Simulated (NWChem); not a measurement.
System: MgGeH₃Cl; SMILES [Cl][Mg][GeH3]

```xyz
6

Mg     0.0626    -0.8723    -0.0001
Cl     0.3400    -3.0741     0.0006
Ge    -0.2567     1.6796    -0.0009
H     -1.1487     2.1787     1.1746
H      1.0875     2.4569     0.1241
H     -0.9332     2.2048    -1.3021
```
Atoms are numbered in this order, from 1.

Program: NWChem. All runs use the structure optimised with PBE-D3(BJ)/def2-SVP. Vertical excitations in the gas phase.

What does the run give for PBE/aug-cc-pVDZ, full TDDFT? Quantities: lowest excitation, singlet (eV); oscillator strength of that lowest state; orbital gap (eV).

lowest excitation, singlet (eV): 5.06
oscillator strength of that lowest state: 0.436
orbital gap (eV): 4.42
